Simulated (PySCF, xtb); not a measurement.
C5H4BF, SMILES C#C[C@@H]1C=CB1F.

Harmonic wavenumbers (cm⁻¹) from GFN2-xTB run with xtb 6.7.1 at its own minimum, in rising order: 78, 113, 176, 297, 370, 457, 543, 601, 643, 663, 758, 831, 880, 975, 988, 1037, 1069, 1097, 1215, 1263, 1394, 1571, 2278, 2943, 3079, 3117, 3395.

### Question
What does PySCF 2.14.0 with B3LYP-D3(BJ)/def2-SVP give at its own minimum? (An estimate is asked for; the answer gives what the named calculation found.)

### Answer
77, 121, 197, 348, 429, 512, 596, 630, 669, 706, 782, 834, 941, 1005, 1007, 1041, 1068, 1103, 1263, 1317, 1464, 1573, 2217, 3036, 3138, 3223, 3472. Paired by order, the mean absolute difference is 39 cm⁻¹ and the zero-point energies are 45.5 and 46.8 kcal/mol.
